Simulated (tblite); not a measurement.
Species: C₈H₁₀FP.
Cartesian coordinates in Å at the GFN2-xTB level; atoms count from 1:
```xyz
20
C8H10FP angstrom
C     -2.1077   -0.9656   -0.6048
C     -1.4105    0.1270    0.2054
C     -1.8254    1.5102   -0.2958
C      0.0898   -0.0312    0.1212
C      0.8132   -0.2712    1.2737
C      2.1905   -0.4238    1.3302
C      2.9953   -0.3443    0.2085
C      2.4644   -0.1156   -1.0416
F      3.3361   -0.0549   -2.0813
P      0.7970    0.1135   -1.4726
H     -1.8350   -0.8834   -1.6561
H     -1.8157   -1.9511   -0.2473
H     -3.1879   -0.8706   -0.5191
H     -1.7136    0.0311    1.2544
H     -1.5578    1.6235   -1.3454
H     -1.3223    2.2884    0.2747
H     -2.9001    1.6446   -0.1950
H      0.2645   -0.3447    2.2051
H      2.6539   -0.6097    2.2879
H      4.0661   -0.4615    0.2948
```

Computed values, GFN2-xTB/tblite, gas phase, harmonic and unscaled. This tight-binding method is rough: wavenumbers can miss measured ones by several per cent, in bad cases by 10 to 20. One conformer, not necessarily the lowest.

Harmonic wavenumbers (cm⁻¹): 27.1, 90.0, 176.7, 177.7, 215.3, 241.5, 253.9, 282.7, 344.1, 380.2, 393.9, 463.2, 518.9, 520.2, 587.1, 661.0, 709.5, 790.7, 806.9, 894.1, 916.4, 928.0, 945.4, 983.0, 1008.0, 1087.0, 1129.1, 1133.9, 1159.4, 1192.3, 1209.6, 1243.3, 1296.4, 1307.6, 1365.1, 1397.1, 1399.8, 1414.2, 1485.3, 1489.3, 1495.4, 1500.1, 1509.4, 1563.2, 2922.4, 3012.9, 3017.9, 3026.6, 3029.9, 3032.9, 3034.7, 3040.9, 3077.1, 3089.1.

A = 2070, B = 806.4, C = 662.0 MHz; mass 156.050 u (most abundant isotopes); point group Cs, symmetry number 1.

What is the zero-point energy?

Half the sum of the wavenumbers: 34489 cm⁻¹ = 98.61 kcal/mol.

What is S at 500 K and 1 bar for an ideal gas of classical rigid rotors and harmonic oscillators?

Translation 43.64, rotation 31.60, vibration 51.22: S = 126.5 cal/(mol K).

And Cp and H(500 K) − H(0)?

Cp = 60.53 cal/(mol K), of which vibrations give 52.59 (their classical limit is 54 R = 107.3); H(500 K) − H(0) = 17.40 kcal/mol without the zero-point energy, 13.42 from vibrations.

Which modes carry the vibrational entropy at 500 K?

27.1 cm⁻¹: 7.06; 90.0 cm⁻¹: 4.68; 176.7 cm⁻¹: 3.35; 177.7 cm⁻¹: 3.34; 215.3 cm⁻¹: 2.97; 241.5 cm⁻¹: 2.75 cal/(mol K); the other 48 give 27.07 together.

How do the functions run with temperature in this model?

```tsv
T (K)	S (cal/(mol K))	Cp (cal/(mol K))	H − H(0) (kcal/mol)	G − H(0) (kcal/mol)	ln q(vib)
150	78.9	24.1	2.31	-9.54	2.95
250	93.9	35.2	5.27	-18.19	5.53
298.15	100.5	40.5	7.10	-22.87	6.81
400	114.0	51.4	11.79	-33.80	9.56
600	138.2	68.1	23.84	-59.07	14.95
900	169.1	83.9	46.84	-105.31	22.67
```

q(vib) and H(0) count from the zero-point level.

Hindered rotation and anharmonicity are outside this model. Other conformers, if any are populated, would add a mixing term that is left out.
